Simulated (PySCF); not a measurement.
The multiplicity is imposed and other spin states were not computed.

Cartesian coordinates (Å):
```xyz
8

Au     0.0516     0.1361     0.0923
N      0.5487     2.9510     1.4302
C      0.3627     1.8974     0.9295
H      0.7075     3.8525     1.8583
C     -0.2730    -1.7004    -0.7810
H     -0.3221    -2.5039    -0.0161
H      0.5428    -1.9559    -1.4897
H     -1.2290    -1.7109    -1.3461
```
Charge 0, multiplicity 1.

Question: Predict the HOMO–LUMO gap, dipole moment and LUMO from PBE-D3(BJ)/def2-TZVP // PBE-D3(BJ)/def2-SVP in PySCF.

Answer: 
| Item | Result |
|---|---|
| HOMO–LUMO gap | 3.79 eV |
| dipole moment | 5.42 D |
| LUMO | -2.01 eV |
